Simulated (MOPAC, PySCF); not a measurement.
H₆B₂N₂, SMILES `BB(N)N`, neutral singlet in the gas phase. 

Cartesian coordinates (Å):
```xyz
10

B      1.3249    -0.6487     0.2144
B     -0.1418     0.1841    -0.0111
N     -1.3421    -0.5474    -0.2057
N     -0.1541     1.6033    -0.0052
H      1.3928    -1.8483     0.1859
H      2.3651    -0.0810     0.4140
H     -2.2543    -0.1401    -0.3414
H     -1.3490    -1.5518    -0.2155
H      0.6868     2.1349     0.1332
H     -0.9729     2.1761    -0.1386
```
Charge 0, multiplicity 1.

All levels are single points at this geometry (r2SCAN-D4/def2-TZVP); Pople sets use spherical d functions. Orbital energies aren't observables, and empty levels follow the basis.

| level | HOMO (eV) | LUMO (eV) | gap (eV) | dipole (D) | vertical IE, Delta-SCF (eV) |
|---|---|---|---|---|---|
| PBE-D3(BJ)/def2-TZVP in PySCF | -5.61 | -2.73 | 2.88 | 2.06 | – |
| r2SCAN-D4/def2-TZVP in PySCF | -5.86 | -2.42 | 3.44 | 1.98 | 9.01 |
| BP86/6-31G* in PySCF | -5.17 | -2.31 | 2.86 | 2.23 | – |
| SVWN5/6-31G* in PySCF | -5.19 | -2.49 | 2.70 | 2.28 | – |
| HF/3-21G in PySCF | -9.80 | 2.24 | 12.04 | 1.79 | – |
| HF/6-31G* in PySCF | -9.95 | 2.42 | 12.37 | 1.63 | – |
| HF/STO-3G in PySCF | -7.98 | 6.27 | 14.25 | 1.39 | – |
| PM3 in MOPAC | -8.38 | 0.60 | 8.98 | 2.32 | – |
| PM6 in MOPAC | -8.90 | -0.05 | 8.85 | 1.32 | – |
